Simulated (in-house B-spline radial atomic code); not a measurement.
Values are calculated unless marked as measured or tabulated.
## Weak and strong correlation along the adiabatic connection

Two-electron singlets in several external potentials (atomic units), by full CI in B-splines with partial waves to l = 8 (correlation energies up to 0.6 % small). The repulsion is scaled by λ at fixed density; W(λ) is the mean repulsion less the Hartree energy, W(0) = E_x, and the area under W from 0 to 1 is E_xc.

Relative drop (W(λ) − E_x)/E_x:

```json
{"system": "−Z/r, Z = 10", "λ = 0.12": "0.0018", "λ = 0.25": "0.0038", "λ = 0.4": "0.0061", "λ = 0.6": "0.0091", "λ = 0.8": "0.0120", "λ = 1": "0.0149"}
{"system": "ω²r²/2 − Z/r, ω = 0.0426, Z = 0.7", "λ = 0.12": "0.0434", "λ = 0.25": "0.0816", "λ = 0.4": "0.1171", "λ = 0.6": "0.1538", "λ = 0.8": "0.1820", "λ = 1": "0.2042"}
{"system": "ω²r²/2 − Z/r, ω = 4.57, Z = 2", "λ = 0.12": "0.0053", "λ = 0.25": "0.0109", "λ = 0.4": "0.0172", "λ = 0.6": "0.0252", "λ = 0.8": "0.0329", "λ = 1": "0.0403"}
{"system": "−Z exp(−kr)/r, Z = 2.38, k = 0.698", "λ = 0.12": "0.0104", "λ = 0.25": "0.0211", "λ = 0.4": "0.0327", "λ = 0.6": "0.0472", "λ = 0.8": "0.0607", "λ = 1": "0.0731"}
{"system": "ω²r²/2 − Z/r, ω = 0.011, Z = 1", "λ = 0.12": "0.0354", "λ = 0.25": "0.0675", "λ = 0.4": "0.0983", "λ = 0.6": "0.1315", "λ = 0.8": "0.1581", "λ = 1": "0.1799"}
{"system": "−V exp(−r²/w²), V = 0.541, w = 8.45", "λ = 0.12": "0.0502", "λ = 0.25": "0.0920", "λ = 0.4": "0.1288", "λ = 0.6": "0.1651", "λ = 0.8": "0.1918", "λ = 1": "0.2124"}
{"system": "−Z exp(−kr)/r, Z = 1.33, k = 0.0419", "λ = 0.12": "0.0196", "λ = 0.25": "0.0389", "λ = 0.4": "0.0589", "λ = 0.6": "0.0826", "λ = 0.8": "0.1032", "λ = 1": "0.1213"}
```

Order the systems by how far second-order (GL2) theory, half the initial slope (estimated from the first points of each curve), overshoots the correlation energy, least first.
A. ω²r²/2 − Z/r, ω = 4.57, Z = 2
B. −Z exp(−kr)/r, Z = 1.33, k = 0.0419
C. ω²r²/2 − Z/r, ω = 0.0426, Z = 0.7
D. −V exp(−r²/w²), V = 0.541, w = 8.45
E. −Z exp(−kr)/r, Z = 2.38, k = 0.698
F. −Z/r, Z = 10
G. ω²r²/2 − Z/r, ω = 0.011, Z = 1

F (GL2/E_c = 1.03), A (GL2/E_c = 1.07), E (GL2/E_c = 1.14), B (GL2/E_c = 1.26), G (GL2/E_c = 1.50), C (GL2/E_c = 1.59), D (GL2/E_c = 1.76).

What else changes along this order?

The ratio follows the bend of the curve. With it the leading natural occupation goes from 2.000 to 1.829 and −T_c/E_c from 0.98 to 0.57 between the first and the last.
